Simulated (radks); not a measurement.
Results of a calculation; reference values are marked as such.
Valence configurations of W+ (all share [Xe]). Code: a radial shooting solver on a logarithmic mesh with Libxc functionals. Model: scalar-relativistic Kohn-Sham, PBEsol, spin-polarised, spherical densities, finite nucleus; open shells are filled with parallel spins first (spin-orbit coupling, left out, can overturn this in heavy ions); Fermi nuclear charge, rms radius 5.3658 fm. Energies are relative to 4f14 5d4 6s1; eigenvalues in eV for spin up.

| valence | E (eV) | moment (Bohr magnetons) | e(4f) | e(5d) | e(6p) | e(6s) |
|---|---|---|---|---|---|---|
| 4f14 5d4 6s1 | 0.000 | 5 | -40.537 | -12.781 | - | -13.068 |
| 4f14 5d5 | 0.593 | 5 | -37.927 | -11.150 | - | - |
| 4f14 5d4 6s0.5 6p0.5 | 2.903 | 5 | -41.289 | -13.405 | -7.684 | -13.517 |
| 4f14 5d3.5 6s1 6p0.5 | 2.932 | 5 | -42.683 | -14.258 | -8.023 | -14.033 |
| 4f13.5 5d4.5 6s1 | 14.567 | 6 | -45.260 | -13.506 | - | -13.256 |
| 4f13 5d4 6s2 | 34.591 | 5 | -53.330 | -16.057 | - | -14.164 |
| 4f13.5 5d1.5 6s2 6p2 | 35.771 | 4 | -57.831 | -21.430 | -10.582 | -17.700 |
| 4f13 5d4 6s1 6p1 | 38.539 | 7 | -54.671 | -17.407 | -8.898 | -15.410 |
| 4f13 5d3 6s2 6p1 | 43.657 | 5 | -58.123 | -19.307 | -9.363 | -16.150 |
| 4f13 5d2 6s2 6p2 | 54.513 | 5 | -62.988 | -22.475 | -10.700 | -17.983 |

NIST lists [Xe] 4f14 5d4 6s1 as the ground configuration; this level of theory agrees among the configurations tried. The energies are those of spherical high-spin densities, not of single terms.
